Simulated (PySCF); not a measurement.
Cd(Me)2 (C₂H₆Cd), SMILES [CH3][Cd][CH3]. Heavy atoms are numbered as in [Cd:1]([CH3:2])[CH3:6]. Hydrogens are named by the atom that carries them.

Coordinates come from a B3LYP-D3(BJ)/def2-SVP optimisation. The isomer is the one that the SMILES or the coordinates give; other isomers of the formula were not compared. The def2 effective core potentials stand for the cores of Cd; spin–orbit coupling is left out.

Level of theory: PBE/def2-TZVPD in PySCF.

Mulliken values depend strongly on the basis, most of all with diffuse functions as here. ESP charges are fitted to the potential on shells at 1.4 to 2.0 van der Waals radii. Atomic charges (e), one atom of each kind:

```json
[
 {"atom": "Cd1", "Mulliken": "0.44", "ESP fit": "[?]"},
 {"atom": "C2 (CH3)", "Mulliken": "-0.69", "ESP fit": "[?]"},
 {"atom": "H on C2", "Mulliken": "0.16", "ESP fit": "[?]"}
]
```

Q: Complete the blanks. (The exact figures need the calculation; the answer reports its results.)

A: 
- Cd1, ESP fit: 0.64
- C2 (CH3), ESP fit: -0.88
- H on C2, ESP fit: 0.19
